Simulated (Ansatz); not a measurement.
Spectroscopic constants of BRu, multiplicity 4 (an upper state: multiplicity 2 came lower at CCSD(T)/def2-TZVPP on PBE0 minima). No spin–orbit coupling. The T1 diagnostic near the minimum is 0.057, so single-reference values are doubtful.

The constants come from a fifth-degree fit in 1/R (seven points, main isotopes). In def2 and cc sets the state is the lowest found near the PBE0 minimum, followed along R.

Programs: Ansatz (Gaussian basis) for Hartree–Fock, density functionals and correlated methods.  In def2 rows elements past Kr take small-core potentials, without spin–orbit coupling.

**Question.** What bond length and harmonic frequency does PBE/def2-TZVPP give?

**Answer.** r_e = 1.774 Å, ω_e = 839 cm⁻¹.

**Question.** What bond length and harmonic frequency does PBE0/def2-TZVPP give?

**Answer.** r_e = 1.755 Å, ω_e = 858 cm⁻¹.

**Question.** What bond length and harmonic frequency does wB97X-V/def2-TZVPP give?

**Answer.** r_e = 1.745 Å, ω_e = 875 cm⁻¹.

Ansatz is an electronic-structure program.
